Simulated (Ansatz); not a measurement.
Mulliken charges of C$_{2}$H$_{5}$FSSi, SMILES `F[Si]1(S)CC1` from ωB97M-V/def2-TZVPP in Ansatz (PBE0-D4/def2-TZVP geometry).

```tsv
atom	x (Å)	y (Å)	z (Å)	charge (e)
F1	-1.065	-0.949	1.696	-0.300
Si2	0.019	-0.447	0.640	0.574
S3	1.980	-0.926	1.235	-0.215
C4	-0.398	-0.422	-1.124	-0.315
C5	-0.401	0.986	-0.393	-0.305
H6	1.971	-0.107	2.303	0.123
H7	-1.376	-0.765	-1.450	0.111
H8	0.362	-0.557	-1.886	0.108
H9	-1.377	1.452	-0.304	0.110
H10	0.367	1.682	-0.714	0.108
```

Task: By hand: the dipole of these point charges (1 e Å = 4.8032 D).

Result: Σ q r = (0.169, 0.243, -0.125) e Å, of length 0.321 e Å = 1.54 D.

Task: How does the dipole of the full density compare? (Best estimate.)

Result: Computed: (0.092, 0.203, -0.068) e Å, 1.12 D; the point charges give 1.38 times that, at 11° from its direction.

Point charges leave out the atoms' own dipoles, such as those of lone pairs, and Mulliken's split depends on the basis, so the two needn't agree.
